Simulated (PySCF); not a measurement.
Job for PySCF: R-B3LYP/3-21G on GeH3N (SMILES [NH2][GeH]), a point of a torsion scan.

```python
from pyscf import gto, scf, dft, mp
from pyscf.data.elements import chemcore

mol = gto.M(
    atom='''
    N    -0.69586058   -0.06606826   -0.31698818
    Ge    1.10358618   -0.54728685   -0.15639721
    H    -1.36441027   -0.60336154    0.22098365
    H    -0.84358435    0.89343799   -0.00944537
    H     1.01364242   -1.63576163   -1.39750121
    ''',
    basis='3-21g',
    charge=0, spin=0, verbose=3, max_memory=1800)
mf = dft.RKS(mol, xc='b3lyp')
mf.conv_tol = 1e-8
mf.max_cycle = 100
mf.kernel()
if not mf.converged:
    mf = mf.newton().run(mf.mo_coeff, mf.mo_occ)
```

Task: What total energy does the run end on?

Result: -2123.1957 hartree.
